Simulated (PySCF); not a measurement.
Si(F)(Cl)(Me)(OH) (CH₄ClFOSi), SMILES C[Si](O)(F)Cl.

Coordinates come from a PBE0-D3(BJ)/def2-SVP optimisation. The values are those of a single conformer.

The numbers are results of PBE/def2-TZVP (PySCF), not measurements.

The molecule is in vacuum.

- total energy = -965.01865 hartree
- highest occupied level = -7.74 eV
- lowest empty level = -0.28 eV
- orbital gap = 7.45 eV
- dipole moment = 1.13 D
- quadrupole, principal values (traceless, Buckingham form, about the centre of nuclear charge) = -5.54, -3.81, 9.35 D·Å
- mean static polarisability = 51.0 bohr³ (7.56 Å³)
- polarisability, principal values = 44.2, 50.3, 58.5 bohr³
